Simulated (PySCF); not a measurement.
A species of formula C11H12 has this rotational fingerprint, computed with PBE0/pcSseg-1 in PySCF (dipole) on a GFN2-xTB geometry, gas phase:

```
Rotational constants : A = 1999, B = 924.3, C = 655.3 MHz
Dipole components    : |μa| = 0.13 D, |μb| = 0.49 D, |μc| = 0.05 D
Inertial defect      : -28.36 u·Å²
κ                    : -0.60
```

Task: Which structure is it? (One computed conformer of each.)
A. `[CH2:1]=[CH:2][CH2:3][C@@:4]12[CH:5]=[CH:6][C@H:7]3[CH:8]=[CH:9][C@@H:10]1[C@@H:11]23` with C1–C2–C3–C4 124°, C2–C3–C4–C5 -63°, C3–C4–C5–C6 -152°, C5–C6–C7–C8 -91°, C6–C7–C8–C9 91°, C8–C9–C10–C11 7°
B. `[CH2:1]=[CH:2]/[CH:3]=[CH:4]/[CH2:5][c:6]1[cH:7][cH:8][cH:9][cH:10][cH:11]1` with C1–C2–C3–C4 179°, C3–C4–C5–C6 -120°, C4–C5–C6–C7 -96°
C. `[CH2:1]=[CH:2][C@@H:3]1[CH2:4][CH2:5][c:6]2[cH:7][cH:8][cH:9][cH:10][c:11]21` with C1–C2–C3–C4 -119°, C2–C3–C4–C5 -149°, C3–C4–C5–C6 27°, C4–C5–C6–C7 164°, C2–C3–C11–C10 -41°
D. `[CH2:1]=[C:2]([CH3:3])[C@@H:4]1[CH2:5][c:6]2[cH:7][cH:8][cH:9][cH:10][c:11]21` with C1–C2–C4–C5 -109°
E. `[CH2:1]=[C:2]1[CH2:3][C@:4]1([CH3:5])[c:6]1[cH:7][cH:8][cH:9][cH:10][cH:11]1` with C3–C4–C6–C7 128°

Result: C. It is C=C[C@@H]1CCc2ccccc21, an asymmetric top, point group C1. The candidates at the same level (rigid rotor, commonest isotopes):

| SMILES | A (MHz) | B (MHz) | C (MHz) | μa (D) | μb (D) | μc (D) | Δ (u·Å²) | point group | rotor |
| --- | --- | --- | --- | --- | --- | --- | --- | --- | --- |
| C=C(C)[C@@H]1Cc2ccccc21 | 2490 | 787.3 | 698.4 | 0.13 | 0.14 | 0.23 | -121.26 | C1 | near-prolate asymmetric top |
| C=CC[C@@]12C=C[C@H]3C=C[C@@H]1[C@H]32 | 2672 | 807.7 | 752.6 | 0.05 | 0.10 | 0.23 | -143.38 | C1 | near-prolate asymmetric top |
| C=C[C@@H]1CCc2ccccc21 | 1999 | 924.3 | 655.3 | 0.13 | 0.49 | 0.05 | -28.36 | C1 | asymmetric top |
| C=C/C=C/Cc1ccccc1 | 2857 | 471.7 | 444.0 | 0.23 | 0.17 | 0.05 | -109.91 | C1 | near-prolate asymmetric top |
| C=C1C[C@]1(C)c1ccccc1 | 2209 | 811.4 | 664.1 | 0.37 | 0.28 | 0.15 | -90.55 | C1 | asymmetric top |

`C=C/C=C/Cc1ccccc1` has B 49 % too low; `C=CC[C@@]12C=C[C@H]3C=C[C@@H]1[C@H]32` has A 34 % too high; `C=C1C[C@]1(C)c1ccccc1` has B 12 % too low; `C=C(C)[C@@H]1Cc2ccccc21` has A 25 % too high. No structure here is proved a minimum.
